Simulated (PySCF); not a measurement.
SMILES [SiH3][Al]([OH])[SiH3] (H₇AlOSi₂), PBE0/def2-SVP optimised geometry.

```
11

Al    -0.31    -0.10     1.95
O      0.18     0.58     3.44
H     -0.05     0.28     4.32
Si    -1.75    -2.10     1.91
H     -2.08    -2.53     0.52
H     -3.05    -1.85     2.62
H     -1.09    -3.26     2.60
Si     0.58     1.10     0.00
H      0.12     0.49    -1.29
H      2.08     1.10     0.00
H      0.13     2.53     0.00
```

Density from PBE0/def2-TZVP (PySCF) at that geometry.

Minimum of the electron density along straight lines between bonded atoms, close to the bond critical point (lines longer than 1.1 times the sum of covalent radii, or with two minima, are not listed):

```csv
bond,length / Å,ρ at the minimum / e bohr⁻³,∇²ρ there / e bohr⁻⁵,position (fraction from the first atom)
Al1–O2,1.710,0.105,0.76,0.43
O2–H3,0.959,0.357,-2.44,0.81
Al1–Si4,2.465,0.063,0.02,0.36
Si4–H5,1.498,0.116,0.16,0.49
Si4–H6,1.501,0.115,0.15,0.49
Si4–H7,1.501,0.115,0.15,0.49
Al1–Si8,2.452,0.064,0.02,0.36
Si8–H9,1.499,0.116,0.15,0.49
Si8–H10,1.499,0.115,0.16,0.49
Si8–H11,1.499,0.115,0.16,0.49
```
